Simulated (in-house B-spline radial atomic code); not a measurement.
Ionisation energies with and without relativity, with size and susceptibility from the Dirac run. Dirac energy differences include first-order Breit, QED and recoil terms. NIST's values go from ground level to ground level; the uncertainty of those that are theory runs from under 0.1 % in few-electron ions to several per cent in heavy many-electron ones. Computed with an all-electron radial atomic-structure program (B-spline basis): non-relativistic Hartree-Fock and Dirac-Hartree-Fock, averages of the configuration (point nuclei without relativity, finite nuclei with it).

Some pairs differ by more than the removed electron.

| ion | configuration | configuration after | ionisation non-relativistic (eV) | ionisation Dirac Breit and QED (eV) | tabulated value (eV) | tabulated kind | radius at density 0.001 (bohr) | diamagnetic susceptibility (10⁻⁶ cm³/mol) |
| --- | --- | --- | --- | --- | --- | --- | --- | --- |
| Cs | [Xe] 6s1 | [Kr] 4d10 5s2 5p6 | 3.356 | 3.475 | 3.893906 | measured | 4.627 | -74.134 |
| Ba | [Xe] 6s2 | [Xe] 6s1 | ? | ? | ? | measured | ? | ? |
| La | [Xe] 5d1 6s2 | [Xe] 5d2 | 3.883 | 4.910 | 5.5769 | measured | 5.544 | -79.984 |
| Ce | [Xe] 4f1 5d1 6s2 | [Xe] 4f1 5d2 | 4.007 | 5.082 | 5.5386 | measured | 5.506 | -78.096 |
| Pr | [Xe] 4f3 6s2 | [Xe] 4f3 6s1 | ? | ? | ? | semi-empirical | ? | ? |
| Nd | [Xe] 4f4 6s2 | [Xe] 4f4 6s1 | 4.357 | 4.562 | 5.525 | measured | 5.429 | -74.551 |
| Pm | [Xe] 4f5 6s2 | [Xe] 4f5 6s1 | 4.404 | 4.623 | 5.58187 | measured | 5.4 | -72.918 |

(1) Fill in the row of Ba.

(2) Fill in the row of Pr.

Answers

(1) ionisation non-relativistic (eV): 4.134; ionisation Dirac Breit and QED (eV): 4.277; tabulated value (eV): 5.211665; radius at density 0.001 (bohr): 5.56; diamagnetic susceptibility (10⁻⁶ cm³/mol): -82.027.

(2) ionisation non-relativistic (eV): 4.307; ionisation Dirac Breit and QED (eV): 4.499; tabulated value (eV): 5.4702; radius at density 0.001 (bohr): 5.459; diamagnetic susceptibility (10⁻⁶ cm³/mol): -76.266.
